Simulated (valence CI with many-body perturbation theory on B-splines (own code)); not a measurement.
Level structure of Hf LIX

Computed by valence CI with perturbative core correlation (CI+MBPT): four valence electrons over a frozen Dirac-Fock core [Ne], a basis of 11 s, 11 p, 10 d, 8 f, 5 g, 2 h functions for each j, with the one-electron correlation potential Σ1, the two-electron term Σ2, the three-electron term Σ3, Breit, model QED; selected CI, second order for the rest, scaled by the run's own slope (own B-spline code, finite nucleus).

The last digits are not significant, and no measured levels were compared; by estimate large intervals hold to a few tenths of a per cent, small ones and those within an open d or f shell to about a per cent. Among the levels kept, up to 560 cm⁻¹ of a level comes from second order outside the variational space, and about a tenth of that is noise between levels of different J, which matters for small intervals.

Levels 1 to 45 of 167, with energies above the lowest level, (3s^2 3p1/2^2) J=0. "Leading %" is the weight of the configuration and term that name the level; weights of strongly mixed levels are sums over their largest components and can fall short. In the jj column 3d3/2^4 stands for four electrons in 3d with j = 3/2. Lifetimes count E1, E2, E3, M1 and M2 decay at the calculated energies, and are blank where another channel may lead or the interval is too uncertain; long ones can be off by a factor of two.

```csv
No.,Configuration,Term,J,E (Ry),Leading %,Lifetime,Leading jj
1,3s2.3p2,3P,0,0.000,69,,3s^2 3p1/2^2 (100 %)
2,3s2.3p2,3P,1,22.355,99,5.58 ns,3s^2 3p1/2 3p3/2 (99 %)
3,3s2.3p2,1D,2,23.020,64,369 ns,3s^2 3p1/2 3p3/2 (99 %)
4,3s.3p3,3P°,2,34.207,46,40.5 ps,3s 3p1/2^2 3p3/2 (96 %)
5,3s.3p3,3D°,1,36.193,29,1.53 ps,3s 3p1/2^2 3p3/2 (82 %)
6,3s2.3p.3d,3F°,2,37.989,74,108 ps,3s^2 3p1/2 3d3/2 (99 %)
7,3s2.3p.3d,3D°,1,41.064,44,268 fs,3s^2 3p1/2 3d3/2 (83 %)
8,3s2.3p.3d,3P°,2,44.609,45,3.41 ps,3s^2 3p1/2 3d5/2 (96 %)
9,3s2.3p.3d,3F°,3,44.682,51,5.35 ps,3s^2 3p1/2 3d5/2 (98 %)
10,3s2.3p2,3P,2,45.875,64,1.89 ns,3s^2 3p3/2^2 (98 %)
11,3s2.3p2,1S,0,47.327,68,1.70 ns,3s^2 3p3/2^2 (98 %)
12,3s.3p2.3d,3D,1,50.134,43,19.3 ps,3s 3p1/2^2 3d3/2 (98 %)
13,3s.3p2.3d,3D,2,50.651,29,19.8 ps,3s 3p1/2^2 3d3/2 (97 %)
14,3s.3p3,3D°,2,55.997,50,2.19 ps,3s 3p1/2 3p3/2^2 (95 %)
15,3s.3p2.3d,3D,3,56.404,34,4.57 ps,3s 3p1/2^2 3d5/2 (98 %)
16,3s.3p3,3D°,3,57.289,94,3.27 ps,3s 3p1/2 3p3/2^2 (94 %)
17,3s.3p2.3d,3F,2,57.395,28,4.11 ps,3s 3p1/2^2 3d5/2 (96 %)
18,3s.3p3,3P°,0,58.124,86,1.81 ps,3s 3p1/2 3p3/2^2 (86 %)
19,3s.3p3,3P°,1,59.162,34,1.05 ps,3s 3p1/2 3p3/2^2 (83 %)
20,3s.3p3,1D°,2,59.179,56,848 fs,3s 3p1/2 3p3/2^2 (72 %)
21,3s.3p3,3S°,1,59.976,32,379 fs,3s 3p1/2 3p3/2^2 (97 %)
22,3s2.3p.3d,3F°,3,62.990,44,543 fs,3s^2 3p3/2 3d3/2 (94 %)
23,3s2.3p.3d,3D°,2,63.251,40,257 fs,3s^2 3p3/2 3d3/2 (71 %)
24,3s2.3p.3d,3P°,1,63.304,47,323 fs,3s^2 3p3/2 3d3/2 (83 %)
25,3s2.3p.3d,3P°,0,63.389,86,381 fs,3s^2 3p3/2 3d3/2 (86 %)
26,3s2.3p.3d,3F°,4,66.523,99,3.67 ns,3s^2 3p3/2 3d5/2 (99 %)
27,3s2.3p.3d,3P°,2,67.193,44,6.08 ps,3s^2 3p3/2 3d5/2 (96 %)
28,3s2.3p.3d,3D°,3,68.871,60,1.74 ps,3s^2 3p3/2 3d5/2 (95 %)
29,3s2.3p.3d,1P°,1,69.580,63,2.47 ps,3s^2 3p3/2 3d5/2 (96 %)
30,3p4,3P,2,70.412,23,2.76 ps,3s 3p1/2 3p3/2 3d3/2 (63 %)
31,3s.3p2.3d,5D,0,70.952,73,14.1 ps,3s 3p1/2 3p3/2 3d3/2 (92 %)
32,3s.3p2.3d,5D,1,71.150,52,16.9 ps,3s 3p1/2 3p3/2 3d3/2 (99 %)
33,3s.3p2.3d,5F,3,71.533,44,15.8 ps,3s 3p1/2 3p3/2 3d3/2 (97 %)
34,3p4,3P,2,71.782,28,1.07 ps,3s 3p1/2 3p3/2 3d3/2 (51 %)
35,3p4,1S,0,72.589,44,841 fs,3p1/2^2 3p3/2^2 (69 %)
36,3s.3p2.3d,3G,4,72.733,30,41.7 ps,3s 3p1/2 3p3/2 3d3/2 (94 %)
37,3s.3p2.3d,3F,2,73.729,58,913 fs,3s 3p1/2 3p3/2 3d3/2 (86 %)
38,3s.3p2.3d,3D,3,74.174,32,538 fs,3s 3p1/2 3p3/2 3d3/2 (92 %)
39,3s.3p2.3d,5P,1,74.501,30,483 fs,3s 3p1/2 3p3/2 3d3/2 (97 %)
40,3s.3p2.3d,3D,2,74.615,25,367 fs,3s 3p1/2 3p3/2 3d3/2 (85 %)
41,3s.3p2.3d,3G,3,74.854,46,529 fs,3s 3p1/2 3p3/2 3d3/2 (98 %)
42,3s.3p2.3d,3D,1,74.970,44,422 fs,3s 3p1/2 3p3/2 3d3/2 (95 %)
43,3s.3p2.3d,5D,4,76.179,47,133 ps,3s 3p1/2 3p3/2 3d5/2 (99 %)
44,3s.3p2.3d,3D,1,76.644,49,263 fs,3s 3p1/2 3p3/2 3d3/2 (90 %)
45,3s.3p2.3d,3F,2,76.869,30,275 fs,3s 3p1/2 3p3/2 3d3/2 (75 %)
```

The ionisation energy to 3s2.3p 2P°_1/2 of the next ion comes out as 6150.5 eV (NIST: 6149 ± 6 eV (theoretical)). All 167 levels together are meant to be complete up to 115.712 Ry.
